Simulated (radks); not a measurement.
Re55+, configuration [Ar] 3d2.

Method: non-relativistic Kohn-Sham, PBE, spin-polarised, spherical densities, point nucleus; open shells are filled with parallel spins first (spin-orbit coupling, left out, can overturn this in heavy ions); relativity is left out, which matters for an element this heavy; computed with a radial shooting solver on a logarithmic mesh with Libxc functionals.

Energy parts (eV):
part                      energy
total                 -349772.05
kinetic                349744.91
electron-nucleus      -738807.23
Hartree                 44072.77
exchange-correlation    -4782.50

Orbitals (lengths in bohr, moments of r in powers of bohr; r(90%) holds 90 % of the orbital's charge):
orbital,occ.,eigenvalue (eV),r(90%)
1s up,1,-69351.97,0.0359
1s down,1,-69351.82,0.0359
2s up,1,-14496.81,0.129
2s down,1,-14483.34,0.129
2p up,3,-14088.38,0.115
2p down,3,-14078.80,0.115
3s up,1,-5685.425,0.293
3s down,1,-5674.300,0.293
3p up,3,-5520.719,0.283
3p down,3,-5508.173,0.283
3d up,2,-5252.114,0.251
3d down,0,-5234.977,0.252

The highest occupied level is 3d up at -5252.1 eV. Summed over all electrons, <r^2> = 0.4650 bohr^2, which gives a Langevin (diamagnetic) susceptibility term of -0.368 x 10^-6 cm^3/mol.
